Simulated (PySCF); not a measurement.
Job file and geometry (Å, from GFN2-xTB) of a spin–spin coupling run on `[NH3+][BH2-]B(O)O`, B2H7NO2, B3LYP/pcJ-1 indirect spin-spin coupling, non-relativistic, gas phase (PySCF); density fitting, a coarse starting grid and PySCF grid level 2 are the driver's defaults:

```
$ OMP_NUM_THREADS=1 python probes_run.py task.json out

{"job": {"kind": "j", "xc": "B3LYP", "basis": "pcJ-1"}, "charge": 0, "multiplicity": 1}
N     -1.569273     0.387213     0.214367
B     -0.377486    -0.125290    -0.817343
B      1.018965    -0.184113     0.145534
O      0.952617     0.338427     1.423955
O      2.271787    -0.666106    -0.174540
H     -1.125173     1.076651     0.810822
H     -2.363118     0.778543    -0.278401
H     -1.855969    -0.399846     0.782597
H     -0.332057     0.703384    -1.681350
H     -0.765025    -1.164558    -1.268407
H      1.799327     0.281321     1.871351
H      2.346603    -1.026311    -1.054613
```

**Question.** What does the program print?

**Answer.** 
```
coarse grid: 9752 points
cycle   1  E = -259.0252952136  dE =  4.860e-01  |g| = 9.819e-01  |ddm| = 2.545e+00
cycle   2  E = -258.8472727907  dE =  1.780e-01  |g| = 1.434e+00  |ddm| = 2.050e+00
cycle   3  E = -259.2069689887  dE = -3.597e-01  |g| = 1.193e-01  |ddm| = 1.355e+00
cycle   4  E = -259.2102406312  dE = -3.272e-03  |g| = 3.853e-02  |ddm| = 1.334e-01
cycle   5  E = -259.2106478030  dE = -4.072e-04  |g| = 5.700e-03  |ddm| = 3.820e-02
cycle   6  E = -259.2106538435  dE = -6.040e-06  |g| = 3.222e-03  |ddm| = 6.715e-03
cycle   7  E = -259.2106557613  dE = -1.918e-06  |g| = 5.116e-04  |ddm| = 1.870e-03
final grid: 93432 points
cycle   8  E = -259.2580649391  dE = -1.425e-04  |g| = 4.673e-03  |ddm| = 1.864e-02
cycle   9  E = -259.2580626695  dE =  2.270e-06  |g| = 5.590e-03  |ddm| = 6.393e-03
cycle  10  E = -259.2580685831  dE = -5.914e-06  |g| = 6.113e-04  |ddm| = 3.580e-03
cycle  11  E = -259.2580686320  dE = -4.892e-08  |g| = 2.776e-04  |ddm| = 5.547e-04
cycle  12  E = -259.2580686510  dE = -1.901e-08  |g| = 5.857e-05  |ddm| = 2.636e-04
cycle  13  E = -259.2580686515  dE = -4.857e-10  |g| = 2.411e-05  |ddm| = 5.415e-05
converged SCF energy = -259.2580686515

Indirect spin-spin couplings (Hz)
  i      j    bonds     total        FC       PSO       DSO        SD
  0 N    1 B    1     -1.703    -0.818    -0.285    -0.074    -0.527
  0 N    2 B    2     -0.397    -0.430     0.046    -0.029     0.017
  0 N    3 O    3      1.253     1.305    -0.058     0.009    -0.003
  0 N    4 O    3      0.025     0.034     0.010    -0.012    -0.006
  0 N    5 H    1    -76.994   -74.745    -1.923    -0.228    -0.097
  0 N    6 H    1    -76.752   -74.216    -2.238    -0.194    -0.104
  0 N    7 H    1    -75.577   -73.068    -2.209    -0.208    -0.091
  0 N    8 H    2     -1.542    -1.484    -0.050     0.007    -0.015
  0 N    9 H    2     -1.918    -1.870    -0.045     0.011    -0.014
  0 N   10 H    4     -0.535    -0.533    -0.220     0.212     0.006
  0 N   11 H    4     -0.165    -0.170    -0.078     0.096    -0.013
  1 B    2 B    1     83.232    83.238    -0.799     0.365     0.428
  1 B    3 O    2    -11.650   -11.781     0.097    -0.001     0.035
  1 B    4 O    2     -2.350    -2.564     0.231     0.017    -0.034
  1 B    5 H    2     -3.016    -3.137     0.299    -0.243     0.066
  1 B    6 H    2     -2.055    -2.124     0.465    -0.472     0.077
  1 B    7 H    2     -2.640    -2.740     0.379    -0.353     0.073
  1 B    8 H    1     95.944    95.552    -0.561     0.816     0.137
  1 B    9 H    1     97.869    97.483    -0.565     0.809     0.141
  1 B   10 H    3      4.768     4.843     0.686    -0.770     0.008
  1 B   11 H    3      0.642     0.684    -0.107     0.079    -0.014
  2 B    3 O    1      7.002     1.975     5.297    -0.126    -0.144
  2 B    4 O    1     -3.406    -8.996     5.797    -0.120    -0.088
  2 B    5 H    3      3.456     3.616    -0.523     0.377    -0.013
  2 B    6 H    3      6.921     6.949     0.438    -0.457    -0.009
  2 B    7 H    3      0.339     0.421    -0.118     0.061    -0.025
  2 B    8 H    2     -4.851    -5.027    -0.127     0.185     0.117
  2 B    9 H    2     -3.436    -3.584    -0.106     0.143     0.111
  2 B   10 H    2     -6.179    -4.818    -0.400    -0.856    -0.105
  2 B   11 H    2      0.231     1.726    -0.491    -0.929    -0.076
  3 O    5 H    4      0.526     0.510     0.347    -0.330         -
  3 O    6 H    4      0.466     0.431    -0.167     0.202         -
  3 O    8 H    3     -0.675    -0.692    -0.082     0.099         -
  3 O    9 H    3     -1.346    -1.361    -0.117     0.132         -
  3 O   10 H    1    -78.750   -66.120   -12.288    -0.342         -
  3 O   11 H    3     -3.806    -4.124    -0.144     0.462         -
  4 O    8 H    3     -0.079    -0.088    -0.067     0.076         -
  4 O    9 H    3      0.135     0.121    -0.051     0.065         -
  4 O   10 H    3     -2.100    -2.723     0.727    -0.104         -
  4 O   11 H    1    -89.368   -76.688   -12.388    -0.291         -
  5 H    6 H    2     -8.401    -8.550     5.257    -5.108         -
  5 H    7 H    2    -11.755   -11.916     4.771    -4.611         -
  5 H    8 H    3      0.516     0.638     0.608    -0.730         -
  5 H    9 H    3      9.532     9.633     2.405    -2.507         -
  6 H    7 H    2     -9.114    -9.297     5.343    -5.160         -
  6 H    8 H    3      5.148     5.238    -0.048    -0.042         -
  6 H    9 H    3      0.274     0.438     0.825    -0.989         -
  6 H   10 H    5     -0.336    -0.211     2.158    -2.284         -
  7 H    8 H    3     10.182    10.291     2.490    -2.599         -
  7 H    9 H    3      4.309     4.378    -0.145     0.076         -
  8 H    9 H    2    -16.050   -16.075     1.153    -1.128         -
  8 H   10 H    4     -0.335    -0.192     1.702    -1.844         -
  8 H   11 H    4     -0.400    -0.333    -0.222     0.155         -
  9 H   11 H    4     -0.311    -0.264    -0.536     0.489         -
 10 H   11 H    4     -0.816    -0.473     2.895    -3.238         -
```

Size and cost of the density-fitted run: 205 basis functions, 43 s wall time on 1 thread of an Arm Neoverse N1, shared host; peak memory 0.8 GiB.
